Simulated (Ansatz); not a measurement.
**InCl (SMILES [Cl][In]): the vertical ionisation energy, rung by rung**

The species is InCl (2 atoms), meant as a singlet with charge 0. As SMILES, `[Cl][In]`. The shape comes from GFN2-xTB, which is rough for such elements, and wasn't checked as a minimum.

```
atom   x (Å)   y (Å)   z (Å)
  Cl  0.0000  0.0000  0.0000
  In  0.0000  0.0000  2.3857
```

Quantity: the vertical ionisation energy (to the doublet cation), in eV. The values are calculated.

```csv
level,kind,program,value (eV),less FCI/STO-3G,CPU time (all runs)
PBE/STO-3G,GGA,Ansatz,6.28,+0.83,4.7 s
revPBE/STO-3G,GGA,Ansatz,6.17,+0.72,4.6 s
wB97X/STO-3G,range-separated hybrid,Ansatz,6.37,+0.92,16 s
B2PLYP/STO-3G,double hybrid,Ansatz,6.06,+0.61,5.3 s
RPA@PBE/STO-3G,RPA,Ansatz,5.59,+0.14,7.7 s
MP2/STO-3G,perturbation theory,Ansatz,5.36,-0.09,1.4 s
CCSD/STO-3G,coupled cluster or CI,Ansatz,5.49,+0.04,1.7 s
FCI/STO-3G,exact in the basis,Ansatz,5.45,0.00,2.4 s
```

FCI/STO-3G is exact within its basis and frozen core, so for wave-function methods in that basis the difference is their error; functionals converge differently with the basis, so for them it is only a difference. All-electron rows without a relativistic Hamiltonian named are non-relativistic. Spin-orbit coupling, which can split open shells on such heavy atoms by tenths of an eV, is left out. The values span 5.36 to 6.37 eV. All rows use very small basis sets, so none should be taken for the real molecule's value. In the correlated wave-function rows the outer d shell of In is correlated, in sets not made for it. In so small a basis fixed costs decide the times, and correlated methods can beat functionals. CPU times are rough (shared hosts, several kinds of processor and program).
